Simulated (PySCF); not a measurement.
# H₂MoO₂ + Br₂ → MoO₂ + 2 HBr

Level: PBE0 in the def2-TZVP basis family, computed in PySCF with density fitting; scalar-relativistic core potentials for atoms from Rb on, none lighter, no spin–orbit coupling; open shells unrestricted.

```
species                                                                                   state and structure       E (Eh)  ZPE (kJ/mol)  H(298 K) − H(0) (kJ/mol)  S° (J/(mol K))
 H₂MoO₂  singlet, C2v, Mo–H 1.716 Å (×2), Mo–O 1.663 Å (×2); H–Mo–H 119.8°, H–Mo–O 107.0° (×4), O–Mo–O 108.8°   -219.78889          53.4                      12.5           274.4
    Br₂                                                                           singlet, D∞h, Br–Br 2.281 Å  -5147.70672           2.0                       9.7           244.8
   MoO₂                                                        triplet, C2v, Mo–O 1.683 Å (×2); O–Mo–O 114.5°   -218.55623          13.9                      11.2           276.1
    HBr                                                                            singlet, C∞v, H–Br 1.421 Å  -2574.45811          16.0                       8.7           198.5
```

Q: What is the electronic reaction energy?

A: At PBE0/def2-TZVP, ΔE = 60.8 kJ/mol from the differences of the total energies times 2625.5, uphill. 

Q: Add zero-point, thermal and entropy terms for 298.15 K and 1 bar.

A: ΔZPE = -9.5 and Δ[H(298) − H(0)] = 6.4 kJ/mol give ΔH° = 57.7 kJ/mol. ΔS° = 153.9 J/(mol K), so ΔG° = 57.7 − 298.15 × (0.1539) = 12 kJ/mol and log₁₀K = -2.1. ΔG° would change sign near 370 K if ΔH° and ΔS° stayed fixed.

Open d or f shells are single determinants, so the state found may not be the ground state. Each species is the lowest minimum found with this bonding; other isomers or fragments can lie lower.
